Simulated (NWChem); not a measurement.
Isomers of C2H5ClOSi, each optimised at PBE0/def2-SVP with NWChem, gas phase unless a solvent is named. Flexible species stand in one conformer each, which need not be the lowest.  Relative energies count from the lowest isomer at each level and are electronic, without zero-point energy, on those geometries.

A: Cl/C=C/[SiH2]O
B: C[Si@H](Cl)C=O
C: C=CO[SiH2]Cl
D: C(=O)C[SiH2]Cl

Task: Which isomer is lowest, and do the levels agree? Levels: PBE0/def2-SVP; PBE/def2-TZVP; B3LYP/def2-TZVP; TPSSh/def2-TZVP; BLYP/def2-TZVP; LDA (Slater exchange, VWN5)/def2-TZVP; M06-2X/def2-TZVP.

Result: All put C lowest.
```
quantity                                                              A     B    C     D
-----------------------------------------------------------------  ----  ----  ---  ----
relative energy, PBE0/def2-SVP (kcal/mol)                          23.7   8.8  0.0   6.7
relative energy, PBE/def2-TZVP (kcal/mol)                          20.0   9.8  0.0   9.2
relative energy, B3LYP/def2-TZVP (kcal/mol)                        22.2  13.4  0.0  12.6
relative energy, TPSSh/def2-TZVP (kcal/mol)                        22.5  13.1  0.0  11.7
relative energy, BLYP/def2-TZVP (kcal/mol)                         21.4  12.1  0.0  12.1
relative energy, LDA (Slater exchange, VWN5)/def2-TZVP (kcal/mol)  20.7  14.0  0.0  11.8
relative energy, M06-2X/def2-TZVP (kcal/mol)                       22.3  15.2  0.0  14.1
```
